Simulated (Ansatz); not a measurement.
BClH3Sb, SMILES `Cl[BH][SbH2]`, relaxed with RKS PBE0-D4/def2-TZVP in Ansatz 0.2.0 from a PBE-D4/def2-SVP geometry. The force threshold is 0.005 eV/Å; the program also tests the step.

Total charge 0; spin multiplicity 1. Sb: def2 effective core potential.

Start:

```xyz
6

Cl   -0.488    0.304    2.274
B     0.454   -0.113    0.856
Sb    0.032    0.782   -1.165
H     1.431   -0.813    1.030
H     0.250   -0.740   -1.958
H    -1.680    0.580   -1.038
```

Problem. How much energy does the relaxation release, and in how many steps? (An estimate is asked.)

Solution. Ansatz gave: 1.98 kJ/mol, in 6 steps.

Problem. Which bonds change most? (Estimate.)

Solution. The calculation gave: Sb3–H6 from 1.728 to 1.702 Å; Sb3–H5 from 1.730 to 1.704 Å; B2–H4 from 1.215 to 1.193 Å; B2–Sb3 from 2.250 to 2.230 Å.

Problem. Give the relaxed structure. (Estimate.)

Solution. The calculation gave: 
```xyz
6

Cl   -0.472    0.322    2.254
B     0.455   -0.113    0.849
Sb    0.022    0.771   -1.151
H     1.396   -0.823    1.024
H     0.261   -0.713   -1.955
H    -1.662    0.555   -1.021
```
